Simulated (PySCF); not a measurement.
## Molecular orbitals of SnN

ωB97X at R = 1.966 Å; PySCF, scalar-relativistic core potentials, basis sets Sn cc-pVTZ-PP with ECP28, N cc-pVTZ. State: ²Π (doublet), unpaired electrons π ↑. Only the outer orbitals are listed, counted within each symmetry, core potentials removing the inner ones.

| spin | orbital | occ. | ε (eV) | on Sn (%) | main shells (%) |
| --- | --- | --- | --- | --- | --- |
| α | 5σ | 1 | -23.34 | 20 | 79 N s, 10 Sn s |
| α | 6σ | 1 | -14.09 | 74 | 72 Sn s, 16 N p, 9 N s |
| α | 3π | 1 | -10.64 | 17 | 83 N p, 13 Sn p |
| α | 3π | 1 | -9.77 | 21 | 79 N p, 17 Sn p |
| α | 7σ | 1 | -9.31 | 43 | 55 N p, 27 Sn p, 14 Sn s |
| α | 4π | 0 | -0.69 | 90 | 87 Sn p, 10 N p |
| α | 4π | 0 | -0.39 | 87 | 83 Sn p, 14 N p |
| α | 8σ | 0 | 2.25 | 98 | 79 Sn p, 12 Sn d |
| β | 5σ | 1 | -21.29 | 26 | 72 N s, 16 Sn s |
| β | 6σ | 1 | -13.89 | 75 | 70 Sn s, 14 N s, 12 N p |
| β | 7σ | 1 | -8.73 | 40 | 56 N p, 29 Sn p, 10 Sn s |
| β | 3π | 1 | -8.23 | 52 | 49 Sn p, 48 N p |
| β | 3π | 0 | -2.01 | 79 | 79 Sn p, 20 N p |
| β | 4π | 0 | 0.20 | 59 | 51 Sn p, 41 N p |
| β | 4π | 0 | 1.39 | 34 | 66 N p, 21 Sn p, 12 Sn d |

Task: Which are the highest filled and the lowest empty level, where do they sit, and how wide is the gap?

Result: Highest filled β 3π at -8.23 eV (in %: 49 Sn p, 48 N p); lowest empty β 3π at -2.01 eV (in %: 79 Sn p, 20 N p); the gap at ωB97X is 6.22 eV. Both belong to one degenerate shell, split only by its one-sided filling, so this is no excitation gap.

| Quantity | Value |
| --- | --- |
| bond order (Mayer) | 2.07 |
| ⟨S²⟩ | 0.871 |
| charge on Sn (Mulliken, basis-dependent) | 0.39 |
| charge on Sn (Löwdin, basis-dependent) | 0.36 |
| dipole moment (positive dipole means Sn(−)N(+)) | -3.57 D |

Spin–orbit coupling is left out. The state is the lowest determinant that a PBE0 search found; another state may lie lower at other levels.
